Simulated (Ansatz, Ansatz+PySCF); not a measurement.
```yaml
atoms:
  - { symbol: H, position_ang: [0.0000, 0.0000, -1.2719] }
  - { symbol: Br, position_ang: [0.0000, 0.0000, 0.0363] }
```

RHF-MP2 on singlet HBr was run in several spherical basis sets with Ansatz (development build ahead of 0.2.0). Frozen core: 9 orbitals.

Q: Rank the basis sets by the total energy that they give, lowest first, with the distance from the lowest.
A. def2-TZVP
B. 6-31G(d)
C. cc-pVDZ
D. cc-pVTZ
E. def2-SVP

A: D (0.00 eV), A (0.06 eV), C (4.85 eV), B (9.64 eV), E (9.80 eV).

Totals follow the description of the cores as much as that of the bonds, so this order isn't one of quality for chemistry.
